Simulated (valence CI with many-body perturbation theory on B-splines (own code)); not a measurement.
E1 transitions of Sc¹⁶⁺

Level of theory: relativistic CI+MBPT: three valence electrons over a frozen Dirac-Fock core [He], a basis of 11 s, 11 p, 10 d, 8 f, 5 g, 2 h functions for each j, with the one-electron correlation potential Σ1 (screened to all orders), the two-electron term Σ2, the three-electron term Σ3, Breit, model QED; selected single and double excitations, second order for the rest, scaled by the run's own slope (own B-spline code, finite nucleus).

No measured spectrum was set against this ion. As an estimate, levels of excited configurations hold to 0.05 to 0.15 % of their energy, terms of the ground configuration to about 0.5 %.

Lines 51 to 100 of 574 in falling wavelength, among levels below 914.23 eV, chosen from the strongest by gf and those to the six lowest levels. Wavelengths and rates use the calculated energies, so an error of 500 cm⁻¹ moves a line at 145.6 nm by 0.73 % and its rate by three times that or more. Electric multipoles are in the length gauge, E1 and E2 with the static RPA response of the core. Weak lines are less certain than strong ones. Lines between different terms over intervals too small for the method are left out, as are lines whose strength nearly cancels. Where a level lies close to another of its J and parity, the split of strength between their lines is uncertain.

Names give the largest LS component (configuration and term), which can be under half, so a name can repeat, a term be missing and a line seem to break the LS rules; names also repeat where a configuration has a term twice. Letters in brackets count levels of one name in rising energy.

```tsv
λ vac (nm)	Upper	Lower	A (s⁻¹)	S (a.u.)
145.6	2s 2p 4p 2S_1/2 [a]	2s 2p 4s 2P°_3/2 [a]	3.48e+08	1.06e+00
99.70	2s 2p 3d 4D°_7/2	2s 2p 3p 4P_5/2	1.56e+08	6.12e-01
97.76	2p2 3d 4F_9/2	2p2 3p 4D°_7/2	3.08e+08	1.42e+00
95.72	2p2 3p 2D°_5/2 [a]	2p2 3s 2P_3/2	1.73e+08	4.50e-01
94.20	2p2 3d 4F_7/2	2p2 3p 4D°_5/2	3.31e+08	1.09e+00
93.94	2p2 3d 2G_9/2	2p2 3p 2F°_7/2	3.92e+08	1.60e+00
92.61	2s 2p 3d 4F°_9/2	2s 2p 3p 4D_7/2	3.19e+08	1.25e+00
91.95	2p2 3d 2G_7/2	2p2 3p 2F°_5/2	4.00e+08	1.23e+00
91.75	2p2 3p 2F°_5/2	2p2 3s 2D_3/2	4.01e+08	9.18e-01
90.98	2p2 3d 4F_5/2	2p2 3p 4D°_3/2	3.37e+08	7.52e-01
90.09	2p2 3d 2D_5/2 [d]	2p2 3p 2P°_3/2 [c]	4.22e+08	9.14e-01
89.76	2p2 3d 2F_7/2 [a]	2p2 3p 2D°_5/2 [a]	3.31e+08	9.47e-01
89.55	2p2 3d 2F_5/2 [b]	2p2 3p 2D°_3/2 [a]	3.07e+08	6.52e-01
89.43	2s 2p 3d 4F°_7/2	2s 2p 3p 4D_5/2	3.30e+08	9.31e-01
88.38	2p2 3d 2F_7/2 [b]	2p2 3p 2D°_5/2 [b]	3.34e+08	9.12e-01
88.28	2p2 3d 4D_7/2	2p2 3p 4P°_5/2	3.12e+08	8.48e-01
87.41	2s 2p 3d 2F°_7/2 [b]	2s 2p 3p 2D_5/2 [b]	3.18e+08	8.38e-01
87.27	2p2 3d 2F_5/2 [a]	2p2 3p 4P°_3/2	2.94e+08	5.79e-01
83.62	2s 2p 3d 4F°_5/2	2s 2p 3p 4D_3/2	3.00e+08	5.20e-01
82.80	2p2 3p 4P°_5/2	2p2 3s 4P_5/2	4.00e+08	6.72e-01
82.30	2p2 3d 2D_3/2 [c]	2p2 3p 2P°_1/2 [c]	4.62e+08	5.08e-01
81.73	2s 2p 3d 2F°_5/2 [b]	2s 2p 3p 2D_3/2 [b]	2.64e+08	4.26e-01
81.52	2p2 3p 4D°_7/2	2p2 3s 4P_5/2	6.41e+08	1.37e+00
81.07	2p2 3p 4D°_3/2	2p2 3s 4P_1/2	4.29e+08	4.52e-01
81.01	2p2 3p 4D°_5/2	2p2 3s 4P_3/2	5.79e+08	9.12e-01
80.99	2p2 3p 2F°_7/2	2p2 3s 2D_5/2	7.13e+08	1.49e+00
77.62	2s 2p 3d 2D°_5/2 [b]	2s 2p 3p 2P_3/2 [b]	3.09e+08	4.28e-01
76.35	2s2 3d 2D_5/2	2s2 3p 2P°_3/2	5.06e+08	6.67e-01
75.18	2s 2p 3d 4P°_5/2 [a]	2s 2p 3p 2P_3/2 [a]	3.12e+08	3.93e-01
73.75	2s 2p 3p 2D_5/2 [a]	2s 2p 3s 2P°_3/2 [a]	6.47e+08	7.68e-01
72.53	2s 2p 3p 4D_7/2	2s 2p 3s 4P°_5/2	7.96e+08	1.20e+00
71.44	2s2 3d 2D_3/2	2s2 3p 2P°_1/2	5.08e+08	3.65e-01
70.89	2s 2p 3p 4D_5/2	2s 2p 3s 4P°_3/2	7.21e+08	7.61e-01
70.83	2p2 3p 2P°_3/2 [c]	2p2 3s 2S_1/2	8.34e+08	5.85e-01
70.14	2s 2p 3p 2D_5/2 [b]	2s 2p 3s 2P°_3/2 [b]	4.37e+08	4.46e-01
68.73	2p2 3d 4P_5/2	2p2 3p 4P°_5/2	3.81e+08	3.67e-01
67.74	2s 2p 3p 2P_3/2 [b]	2s 2p 3s 2P°_1/2 [b]	5.25e+08	3.22e-01
66.60	2s2 3p 2P°_3/2	2s2 3s 2S_1/2	9.23e+08	5.38e-01
66.26	2s 2p 3d 2F°_7/2 [a]	2s 2p 3p 2D_5/2 [a]	8.36e+08	9.60e-01
66.25	2s 2p 3d 2F°_5/2 [a]	2s 2p 3p 2D_3/2 [a]	6.06e+08	5.22e-01
65.51	2p2 3p 2D°_3/2 [b]	2p2 3s 2D_5/2	5.05e+08	2.80e-01
65.18	2p2 3d 2D_5/2 [a]	2p2 3p 2P°_3/2 [a]	4.50e+08	3.69e-01
63.82	2p2 3p 2D°_5/2 [b]	2p2 3s 2D_5/2	9.39e+08	7.23e-01
61.50	2s 2p 3p 4P_3/2	2s 2p 3s 4P°_5/2	8.84e+08	4.06e-01
58.92	2s 2p 3p 4S_3/2	2s 2p 3s 4P°_3/2	6.66e+08	2.69e-01
58.51	2s 2p 3p 4P_5/2	2s 2p 3s 4P°_5/2	1.20e+09	7.13e-01
58.11	2p2 3p 4S°_3/2	2p2 3s 4P_5/2	8.21e+08	3.18e-01
57.80	2s 2p 3p 4P_1/2	2s 2p 3s 4P°_3/2	1.46e+09	2.78e-01
50.87	2p2 3p 2P°_3/2 [b]	2p2 3s 2D_3/2	1.90e+09	4.94e-01
50.72	2p2 3p 2D°_5/2 [b]	2p2 3s 2P_3/2	9.96e+08	3.85e-01
```
